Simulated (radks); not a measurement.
Spherical jellium clusters: N electrons in a uniform positive sphere of charge N and radius rs N^(1/3), rs = 4.26 bohr. Method: non-relativistic Kohn-Sham, PBEsol, spin-polarised, spherical densities; computed with a radial shooting solver with Libxc functionals. Levels are named by radial order and angular momentum (1s, 1p, 1d, 2s, ...), and open shells are averaged over m.

N = 9, configuration 1s2 1p6 1d(up 1, down 0). This is the lowest configuration that the search found. Occupied levels:

level,occupation,eigenvalue (eV),<r> (bohr)
1s up,1,-4.3083,5.921
1s down,1,-4.2405,5.738
1p up,3,-3.3030,7.070
1p down,3,-3.1703,6.963
1d up,1,-2.0587,8.080

Energy (eV): total -15.9552, kinetic 13.791, external -292.95, Hartree 144.23, exchange-correlation -30.265, background 149.24.

Electron density:

r (bohr),n(r) (e/bohr^3)
0.289,0.001899
1.38,0.002201
2.46,0.002789
3.55,0.003416
4.64,0.003772
5.73,0.003600
6.82,0.002862
7.91,0.001834
8.99,0.0009343
10.1,0.0003924
11.2,0.0001458
12.3,0.00005151
13.3,0.00001786
14.4,6.202e-06
